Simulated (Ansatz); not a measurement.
Molecule: SeCl2, net charge -1, doublet state. 
Coordinates optimised at B3LYP-D3(BJ)/def2-TZVP (Ansatz, a program for electronic structure):
```
Se
Cl 1 2.4470
Cl 1 2.4470 2 163.46
```
Charge -1, spin multiplicity 2.

Basis-set convergence of Hartree-Fock and CCSD(T) correlation energies (hartree) with Ansatz. Correlated levels leave the core frozen unless marked. Open shells are spin-unrestricted. Spin-orbit coupling is left out. The frozen core is the preceding noble-gas configuration, with the filled d and f shells of earlier blocks. Non-relativistic.

```json
[
 {"basis": "def2-SVPD", "functions": "95", "E(HF)": "-3318.34942", "E(corr, CCSD(T))": "-0.46408"},
 {"basis": "def2-TZVPPD", "functions": "159", "E(HF)": "?", "E(corr, CCSD(T))": "?"}
]
```

### Question
Some entries are withheld; supply them.

### Answer

- def2-TZVPPD, E(HF): -3318.94295
- def2-TZVPPD, E(corr, CCSD(T)): -0.60666
